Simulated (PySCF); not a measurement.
CH8FNSi2, SMILES F[Si@H](N)[SiH2]C.

The structure is a stationary point at B3LYP-D3(BJ)/def2-SVP. The structure was generated by enumeration; whether it is a known compound was not checked. One conformer was computed; it need not be the lowest.

Calculation: PySCF with B3LYP-D3(BJ)/def2-SVP.

Frequencies are harmonic and unscaled.

```
mode  ν (cm⁻¹)  IR (km/mol)   moving atoms (share of kinetic energy)
----  --------  -----------  ---------------------------------------
1           44          0.2  H 30 %, C 26 %, Si 17 %, F 16 %, N 12 %
2           93          0.9  C 25 %, H 23 %, N 20 %, F 19 %, Si 13 %
3          144          1.2                   H 72 %, Si 14 %, N 8 %
4          185          0.9                  H 56 %, Si 23 %, N 10 %
5          207          3.8          F 38 %, Si 24 %, H 18 %, C 12 %
6          296         27.4          F 29 %, Si 28 %, H 28 %, N 13 %
7          323         25.4                                   H 92 %
8          413         65.6                  H 53 %, Si 36 %, N 11 %
9          440        100.9                  H 52 %, N 25 %, Si 18 %
10         460         11.5                          H 56 %, Si 41 %
11         598         21.6                                   H 95 %
12         671         24.9                           H 73 %, C 22 %
13         693         76.4                  H 46 %, C 27 %, Si 26 %
14         720         17.5                           H 79 %, Si 9 %
15         809        119.5          F 38 %, Si 27 %, N 17 %, H 16 %
16         852        241.9                                   H 79 %
17         878         68.1                  H 58 %, N 22 %, Si 13 %
18         890         30.7                           H 78 %, C 15 %
19         911         37.2                  H 53 %, Si 27 %, F 11 %
20         934        144.3                  H 58 %, Si 24 %, N 13 %
21         942         79.1                                   H 92 %
22        1268          9.1                           H 80 %, C 20 %
23        1437          5.4                                   H 96 %
24        1440          2.1                                   H 96 %
25        1547         45.8                           H 89 %, N 11 %
26        2187        102.6                                   H 97 %
27        2206        105.9                                   H 97 %
28        2229        148.1                                   H 97 %
29        3033          5.2                                   H 97 %
30        3125          4.1                            H 91 %, C 9 %
31        3129          3.7                            H 91 %, C 9 %
32        3561         26.9                                   H 96 %
33        3653         29.5                            H 91 %, N 9 %
```
